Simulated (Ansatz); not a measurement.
`CC1=C(F)[SiH]1F` at its PBE0-D4/def2-TZVP geometry, where that method's forces vanish. Charge 0, multiplicity 1.

```xyz
10

C    -0.2682   -1.5533   -0.2366
C    -0.0719   -0.1082    0.0165
C    -0.4344    0.8089    0.9245
F    -1.1697    0.7500    2.0240
Si    0.5935    1.5398   -0.3186
F     2.1263    1.9099   -0.0793
H    -0.9332   -2.0088    0.4995
H     0.6918   -2.0747   -0.2054
H    -0.6847   -1.7152   -1.2336
H     0.1506    2.4516   -1.3910
```

What forces (eV/Å) does ωB97M-V/def2-TZVPP give on these atoms in Ansatz? (Best estimate.)

The calculation gave: 
```
C1  -0.050 -0.305 -0.035
C2   0.058  0.295  0.027
C3   0.189  0.025 -0.278
F4  -0.180 -0.065  0.246
Si5 -0.180  0.040 -0.156
F6   0.113  0.033  0.017
H7   0.051  0.028 -0.060
H8  -0.087  0.047  0.006
H9   0.028  0.017  0.093
H10  0.057 -0.116  0.141
```
